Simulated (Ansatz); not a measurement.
Ansatz (a quantum-chemistry and plane-wave program) input (CCSD(T)/def2-SVPD):

Ansatz 0.2 input:
```yaml
crystal:
  periodic: [false, false, false]
  atoms:
    - {symbol: Zr, position_ang: [-0.00000000, 0.00000000, 0.00000000]}
    - {symbol: H, position_ang: [0.93193131, 1.19448915, 1.21314022]}
    - {symbol: H, position_ang: [0.95523157, -1.18293019, -1.20632430]}
    - {symbol: H, position_ang: [-0.94669774, 1.20396427, -1.19215894]}
    - {symbol: H, position_ang: [-0.94046514, -1.21552324, 1.18534302]}
basis:
  gaussian:
    orbitals: def2-SVPD
total_charge: -1
magnetization: {spin_polarized: true, initial_magnetization: 1}
correlation: {method: ccsd_t, electrons: outside_noble_gas}
output: {forces: true}
```

Output:

```
Functional definition: HF
integrals: 0.06 GiB planned
643 factors; integrals over basis functions are off by at most 8.7e-4 eV
mean field: 0.13 GiB planned
mean field evaluation 1: about -1322.6235 eV, gradient 1.9e1 eV
mean field evaluation 2: about -1322.6422 eV, gradient 1.9e1 eV
mean field evaluation 4: about -1326.2696 eV, gradient 1.6e0 eV
mean field evaluation 8: about -1326.3687 eV, gradient 1.5e-1 eV
mean field evaluation 16: about -1326.3703 eV, gradient 3.0e-3 eV
mean field evaluation 32: about -1326.2981 eV, gradient 9.4e-1 eV
mean field evaluation 64: about -1326.4424 eV, gradient 7.3e-1 eV
mean field evaluation 96: about -1326.3710 eV, gradient 2.5e-1 eV
mean field evaluation 128: about -1327.1305 eV, gradient 6.0e-1 eV
mean field evaluation 160: about -1327.3939 eV, gradient 4.3e-1 eV
mean field evaluation 192: about -1326.7571 eV, gradient 2.7e-4 eV
mean field evaluation 224: about -1326.5257 eV, gradient 2.5e0 eV
mean field evaluation 256: about -1326.3703 eV, gradient 4.5e-3 eV
mean field evaluation 288: about -1324.1813 eV, gradient 1.2e0 eV
mean field evaluation 320: about -1319.3602 eV, gradient 1.2e1 eV
mean field evaluation 352: about -1326.7305 eV, gradient 5.6e-1 eV
mean field evaluation 384: about -1323.3378 eV, gradient 7.3e0 eV
mean field evaluation 416: about -1322.6579 eV, gradient 2.6e-1 eV
mean field evaluation 448: about -1322.6718 eV, gradient 8.2e-4 eV
mean field evaluation 480: about -1323.1397 eV, gradient 6.1e-3 eV
mean field evaluation 512: about -1322.4889 eV, gradient 4.4e-2 eV
mean field evaluation 544: about -1322.8058 eV, gradient 6.7e-1 eV
mean field evaluation 576: about -1321.1699 eV, gradient 2.0e0 eV
mean field evaluation 608: about -1321.9571 eV, gradient 1.6e-1 eV
mean field evaluation 640: about -1326.8286 eV, gradient 3.1e0 eV
mean field evaluation 672: about -1322.5510 eV, gradient 1.3e1 eV
mean field evaluation 704: about -1323.1193 eV, gradient 7.5e0 eV
mean field evaluation 736: about -1326.5840 eV, gradient 7.0e0 eV
mean field evaluation 768: about -1325.1757 eV, gradient 6.8e0 eV
mean field evaluation 800: about -1326.7571 eV, gradient 6.7e-4 eV
mean field evaluation 832: about -1327.3951 eV, gradient 9.5e-3 eV
mean field evaluation 864: about -1323.7514 eV, gradient 5.8e-3 eV
mean field -1327.39514032 eV, -48.7808716659 hartree, gradient 4.6e-6 eV, S^2 0.756020; 20 other end points of the search recorded, 0 dependent functions left out
determinant -1327.39514032 eV, -48.7808716659 hartree, with singles and doubles -1331.66289159 eV, -48.9377086324 hartree
determinant -1327.11281329 eV, -48.7704963392 hartree, with singles and doubles -1331.42566880 eV, -48.9289908558 hartree
determinant -1326.75708818 eV, -48.7574236825 hartree, with singles and doubles -1331.10936120 eV, -48.9173667656 hartree
determinant -1326.37029357 eV, -48.7432092428 hartree, with singles and doubles -1330.82717567 eV, -48.9069966388 hartree
determinant -1324.09702818 eV, -48.6596682803 hartree, with singles and doubles -1328.46550658 eV, -48.8202069004 hartree
determinant -1327.39514032 eV, -48.7808716659 hartree, with singles and doubles -1331.61695457 eV, -48.9360204781 hartree
determinant -1327.11281329 eV, -48.7704963392 hartree, with singles and doubles -1331.38075232 eV, -48.9273402055 hartree
4 core orbitals not correlated
reference -1327.39514032 eV, -48.7808716659 hartree; 5, 4 occupied and 57, 58 virtual orbitals, 643 factors
densities: 0.33 GiB planned
second order -3.28453349 eV of doubles, -0.00000000 eV of singles
coupled cluster: 0.24 GiB planned
cycle   1  -4.22181356 eV  change    6.9e-7 eV  update   3.0e-6
cycle   2  -4.22181386 eV  change   -3.0e-7 eV  update   2.1e-6
cycle   3  -4.22181384 eV  change    2.0e-8 eV  update   1.0e-6
cycle   4  -4.22181388 eV  change   -3.9e-8 eV  update   6.7e-7
cycle   5  -4.22181377 eV  change    1.2e-7 eV  update   4.8e-7
cycle   6  -4.22181363 eV  change    1.4e-7 eV  update   3.4e-7
cycle   7  -4.22181368 eV  change   -5.2e-8 eV  update   1.9e-7
cycle   8  -4.22181371 eV  change   -3.4e-8 eV  update   1.0e-7
perturbative correction -0.09676616 eV, -0.0035560909 hartree
the calculation of the forces begins
Total energy: -1331.71372019 eV, -48.9395765491 hartree
Atom 0 at    -0.000000     0.000000     0.000000 Å, force     0.000001     0.000000     0.000000 eV/Å
Atom 1 at     0.931931     1.194489     1.213140 Å, force     0.085041     0.128089     0.130128 eV/Å
Atom 2 at     0.955232    -1.182930    -1.206324 Å, force     0.087541    -0.127032    -0.129505 eV/Å
Atom 3 at    -0.946698     1.203964    -1.192159 Å, force    -0.086626     0.129289    -0.127877 eV/Å
Atom 4 at    -0.940465    -1.215523     1.185343 Å, force    -0.085957    -0.130346     0.127253 eV/Å
Dipole moment:    -0.000000    -0.000000    -0.000000 e Å
```

The spin state was set by rule; other spins were not relaxed.
